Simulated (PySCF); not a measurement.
Simulation results for BClFH

All values are calculated (PySCF 2.14.0). Calculation on a computer-drawn molecule: vertical ionisation energy to the stated ion spin, frozen-core CCSD(T) at the basis limit and cheaper methods, single-reference cases, UHF for radicals, no spin-orbit; all values are single points at the evaluated structure, the first of each entry, which is the reference or a displaced copy of it and isn't optimised; the reference structure only sets the zero of the energies above reference; triples share is (T) over the correlation energy.

Common to all runs: charge 0; multiplicity 1; ion multiplicity 2; diffuse functions no; basis cc-pV(n+d)Z; reference is the Hartree-Fock double-zeta minimum; best is HF at quadruple zeta + MP2 correlation extrapolated from triple and quadruple zeta + CCSD(T) minus MP2 at triple zeta; basis step is the size of the change from the same recipe one zeta lower.

(1) 
```xyz
4
formula=BClFH ionisation_energy_best=12.27 ionisation_energy_basis_step=0.08676 energy_above_reference_best=5.004 energy_above_reference_basis_step=0.4181 ionisation_energy_Koopmans_at_triple_zeta=12.65 ionisation_energy_EOM_CCSD_at_triple_zeta=12.15 total_energy_HF_triple_zeta=-584.3652 total_energy_CCSD(T)_triple_zeta=-584.9440 total_energy_best=-585.0425 T1_diagnostic_at_triple_zeta=0.01199 D1_diagnostic_at_triple_zeta=0.04041 ion_T1_diagnostic_at_triple_zeta=0.02578 ion_D1_diagnostic_at_triple_zeta=0.1285 ion_spin_squared_at_triple_zeta=0.7617 triples_share_at_triple_zeta=0.03436 basis_functions_triple_zeta=113 dipole_magnitude_HF_at_triple_zeta=1.071 dipole_magnitude_CCSD_unrelaxed_at_triple_zeta=0.9034 dipole_magnitude_PBE_at_triple_zeta=0.8066 dipole_magnitude_r2SCAN_at_triple_zeta=0.877 dipole_magnitude_B3LYP_at_triple_zeta=0.8693 dipole_magnitude_wB97X_at_triple_zeta=0.9694
F      0.7229     0.8960     1.2900
B      0.8833     0.0475     0.3907
Cl    -0.1952     0.0185    -1.0916
H      1.7918    -0.8031     0.5017
```

Units: ionisation_energy_best, ionisation_energy_basis_step, ionisation_energy_Koopmans_at_triple_zeta, ionisation_energy_EOM_CCSD_at_triple_zeta in eV; energy_above_reference_best, energy_above_reference_basis_step in kcal/mol; total_energy_HF_triple_zeta, total_energy_CCSD(T)_triple_zeta, total_energy_best in hartree; dipole_magnitude_HF_at_triple_zeta, dipole_magnitude_CCSD_unrelaxed_at_triple_zeta, dipole_magnitude_PBE_at_triple_zeta, dipole_magnitude_r2SCAN_at_triple_zeta, dipole_magnitude_B3LYP_at_triple_zeta, dipole_magnitude_wB97X_at_triple_zeta in debye.

Reference structure:
```xyz
4
BClFH
F      0.6640     0.8328     1.2504
B      0.9107    -0.0473     0.3049
Cl    -0.0805    -0.0226    -1.1406
H      1.7869    -0.8386     0.4341
```

Drawn bonds:
```
atom  other atom  order
   1           2      1
   2           3      1
   2           4      1
```

Triple zeta:
```
 method  ionisation energy (eV)  energy above reference (kcal/mol)
     HF                   11.08                              3.951
    PBE                    11.7                              4.959
 r2SCAN                   11.86                              4.884
  B3LYP                   11.97                              4.823
  wB97X                    12.1                              5.138
    MP2                   12.21                              5.447
   CCSD                   12.01                              4.991
CCSD(T)                   12.05                              5.085
```

(2) 
```xyz
4
formula=BClFH ionisation_energy_best=11.74 ionisation_energy_basis_step=0.08532 energy_above_reference_best=21.56 energy_above_reference_basis_step=0.2678 ionisation_energy_Koopmans_at_triple_zeta=12.23 ionisation_energy_EOM_CCSD_at_triple_zeta=11.62 total_energy_HF_triple_zeta=-584.3382 total_energy_CCSD(T)_triple_zeta=-584.9178 total_energy_best=-585.0161 T1_diagnostic_at_triple_zeta=0.01296 D1_diagnostic_at_triple_zeta=0.04214 ion_T1_diagnostic_at_triple_zeta=0.01587 ion_D1_diagnostic_at_triple_zeta=0.04529 ion_spin_squared_at_triple_zeta=0.7615 triples_share_at_triple_zeta=0.03534 basis_functions_triple_zeta=113 dipole_magnitude_HF_at_triple_zeta=2.297 dipole_magnitude_CCSD_unrelaxed_at_triple_zeta=2.05 dipole_magnitude_PBE_at_triple_zeta=1.948 dipole_magnitude_r2SCAN_at_triple_zeta=2.063 dipole_magnitude_B3LYP_at_triple_zeta=2.025 dipole_magnitude_wB97X_at_triple_zeta=2.19
F      0.7229     0.8960     1.2900
B      0.8833     0.0475     0.3907
Cl    -0.3435     0.0145    -1.2953
H      1.7918    -0.8031     0.5017
```

Units: ionisation_energy_best, ionisation_energy_basis_step, ionisation_energy_Koopmans_at_triple_zeta, ionisation_energy_EOM_CCSD_at_triple_zeta in eV; energy_above_reference_best, energy_above_reference_basis_step in kcal/mol; total_energy_HF_triple_zeta, total_energy_CCSD(T)_triple_zeta, total_energy_best in hartree; dipole_magnitude_HF_at_triple_zeta, dipole_magnitude_CCSD_unrelaxed_at_triple_zeta, dipole_magnitude_PBE_at_triple_zeta, dipole_magnitude_r2SCAN_at_triple_zeta, dipole_magnitude_B3LYP_at_triple_zeta, dipole_magnitude_wB97X_at_triple_zeta in debye.

Reference structure:
```xyz
4
BClFH
F      0.6640     0.8328     1.2504
B      0.9107    -0.0473     0.3049
Cl    -0.0805    -0.0226    -1.1406
H      1.7869    -0.8386     0.4341
```

Drawn bonds:
```
atom  other atom  order
   1           2      1
   2           3      1
   2           4      1
```

Triple zeta:
```
 method  ionisation energy (eV)  energy above reference (kcal/mol)
     HF                   10.44                              20.95
    PBE                   11.47                              19.62
 r2SCAN                   11.55                              20.67
  B3LYP                   11.61                              19.96
  wB97X                   11.61                              21.82
    MP2                   11.62                              22.47
   CCSD                   11.45                              21.79
CCSD(T)                   11.51                              21.51
```

(3) 
```xyz
4
formula=BClFH ionisation_energy_best=11.7 ionisation_energy_basis_step=0.08498 energy_above_reference_best=23.08 energy_above_reference_basis_step=0.2627 ionisation_energy_Koopmans_at_triple_zeta=12.2 ionisation_energy_EOM_CCSD_at_triple_zeta=11.58 total_energy_HF_triple_zeta=-584.3356 total_energy_CCSD(T)_triple_zeta=-584.9154 total_energy_best=-585.0137 T1_diagnostic_at_triple_zeta=0.01304 D1_diagnostic_at_triple_zeta=0.04219 ion_T1_diagnostic_at_triple_zeta=0.01567 ion_D1_diagnostic_at_triple_zeta=0.04238 ion_spin_squared_at_triple_zeta=0.7615 triples_share_at_triple_zeta=0.03542 basis_functions_triple_zeta=113 dipole_magnitude_HF_at_triple_zeta=2.388 dipole_magnitude_CCSD_unrelaxed_at_triple_zeta=2.132 dipole_magnitude_PBE_at_triple_zeta=2.029 dipole_magnitude_r2SCAN_at_triple_zeta=2.148 dipole_magnitude_B3LYP_at_triple_zeta=2.108 dipole_magnitude_wB97X_at_triple_zeta=2.279
F      0.7229     0.8960     1.2900
B      0.8833     0.0475     0.3907
Cl    -0.3541     0.0143    -1.3099
H      1.7918    -0.8031     0.5017
```

Units: ionisation_energy_best, ionisation_energy_basis_step, ionisation_energy_Koopmans_at_triple_zeta, ionisation_energy_EOM_CCSD_at_triple_zeta in eV; energy_above_reference_best, energy_above_reference_basis_step in kcal/mol; total_energy_HF_triple_zeta, total_energy_CCSD(T)_triple_zeta, total_energy_best in hartree; dipole_magnitude_HF_at_triple_zeta, dipole_magnitude_CCSD_unrelaxed_at_triple_zeta, dipole_magnitude_PBE_at_triple_zeta, dipole_magnitude_r2SCAN_at_triple_zeta, dipole_magnitude_B3LYP_at_triple_zeta, dipole_magnitude_wB97X_at_triple_zeta in debye.

Reference structure:
```xyz
4
BClFH
F      0.6640     0.8328     1.2504
B      0.9107    -0.0473     0.3049
Cl    -0.0805    -0.0226    -1.1406
H      1.7869    -0.8386     0.4341
```

Drawn bonds:
```
atom  other atom  order
   1           2      1
   2           3      1
   2           4      1
```

Triple zeta:
```
 method  ionisation energy (eV)  energy above reference (kcal/mol)
     HF                    10.4                              22.54
    PBE                   11.44                                 21
 r2SCAN                   11.52                              22.13
  B3LYP                   11.57                              21.38
  wB97X                   11.56                              23.37
    MP2                   11.58                              24.04
   CCSD                   11.41                              23.35
CCSD(T)                   11.47                              23.04
```
